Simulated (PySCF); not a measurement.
Compound: C₆H₄F₂ (charge +1 and doublet state).
Cartesian coordinates in Å at the GFN2-xTB level; atoms count from 1:
```xyz
12
C6H4F2 angstrom
F      0.3985    2.6413    0.1280
C      0.2270    1.3494    0.0650
C     -1.1180    0.8561    0.0279
C     -1.3415   -0.5094   -0.0397
C     -0.2658   -1.3817   -0.0703
C      1.0679   -0.8578   -0.0323
F      2.0560   -1.7093   -0.0629
C      1.3243    0.5029    0.0347
H     -1.9320    1.5699    0.0540
H     -2.3512   -0.8932   -0.0690
H     -0.3992   -2.4554   -0.1225
H      2.3352    0.8865    0.0612
```

As a line formula: `FC1=C[CH][CH+]C(F)=C1` [radical] (charge +1).

Level of theory: UKS B3LYP, pcH-1 on C F H, non-relativistic, mean-field spin-orbit, GIAO in PySCF 2.14.0. Geometry: GFN2-xTB; no solvent, vibrations or thermal averaging. The geometry wasn't refined by DFT: couplings that depend on bond lengths, twists or pyramidal angles can differ widely from those at the functional's own minimum, by a factor of two or more for some ions and for spin on atoms past the first row. Stability of the SCF solution: not tested.

(1) Predict the first-order ENDOR lines of F1/F7, H9/H11, H10 and H12 under fast tumbling at B = 335.1 mT (X band).

(2) Which pairs are centred on the nuclear Larmor frequency, and which on half the coupling?

## Answers

(1) ν± = |νn ± a/2|, one line for each electron-spin manifold; νn = |g_N| × 7.62259 MHz/T × B.

```
nuclei  isotope     g_N  νn (MHz)  a_iso (MHz)  lower line (MHz)  upper line (MHz)
 F1/F7      19F  5.2577     13.43        59.10             16.12             42.98
H9/H11       1H  5.5857     14.27       -27.04              0.75             27.79
   H10       1H  5.5857     14.27         6.11             11.21             17.32
   H12       1H  5.5857     14.27         2.86             12.84             15.70
```

(2) Centred on νn, since |a| < 2νn: H9/H11, H10 and H12. Centred on |a|/2 and split by 2νn: F1/F7.

Means are taken over nuclei equivalent by connectivity, which assumes that they swap fast.

The largest Mulliken spin populations are on C3 (+0.40), C5 (+0.40), C6 (+0.18) and C2 (+0.18). Four atoms exceed +0.15. The positive populations add up to 1.28 and the negative ones to -0.28, together 2S = 1.

The SMILES draws the unpaired electron on C4; the largest computed Mulliken spin population is on C3 (0.40 against -0.16).
